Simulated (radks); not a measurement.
All-electron atom: Sn II in [Kr] 4d10 5s2 5p1.

All-electron calculation, scalar-relativistic Kohn-Sham, BLYP, spin-unpolarised, spherical densities, finite nucleus; Fermi nuclear charge, rms radius 4.6519 fm. Program: a radial shooting solver on a logarithmic mesh with Libxc functionals.

Energy parts (eV):
total: -168096.149
kinetic: 175503.708
electron-nucleus: -406075.073
Hartree: 66970.063
exchange-correlation: -4494.847

Orbitals (lengths in bohr, moments of r in powers of bohr; <r^-3> diverges for s and p1/2; r(max) is where P^2 peaks):
| orbital | occ. | eigenvalue (eV) | <r^-3> | <1/r> | <r^2> | r(max) |
|---|---|---|---|---|---|---|
| 1s | 2 | -29024.92 | - | 53.08 | 0.001143 | 0.01878 |
| 2s | 2 | -4388.486 | - | 12.11 | 0.01857 | 0.1061 |
| 2p | 6 | -3940.883 | 4698 | 11.65 | 0.01466 | 0.08493 |
| 3s | 2 | -852.9255 | - | 4.300 | 0.1317 | 0.3076 |
| 3p | 6 | -706.6625 | 869.6 | 4.095 | 0.1324 | 0.3009 |
| 3d | 10 | -481.3384 | 119.6 | 3.865 | 0.1175 | 0.2510 |
| 4s | 2 | -141.6514 | - | 1.697 | 0.7578 | 0.7452 |
| 4p | 6 | -97.4297 | 157.1 | 1.540 | 0.8967 | 0.7879 |
| 4d | 10 | -33.5848 | 14.61 | 1.218 | 1.432 | 0.8861 |
| 5s | 2 | -17.7747 | - | 0.5584 | 6.036 | 1.980 |
| 5p | 1 | -10.2241 | 11.78 | 0.4366 | 9.720 | 2.424 |

The highest occupied level is 5p at -10.224 eV. The density falls to 0.001 e/bohr^3 at r = 4.22 bohr. The electron density at the nucleus is 1.967e+05 e/bohr^3 (large components only).
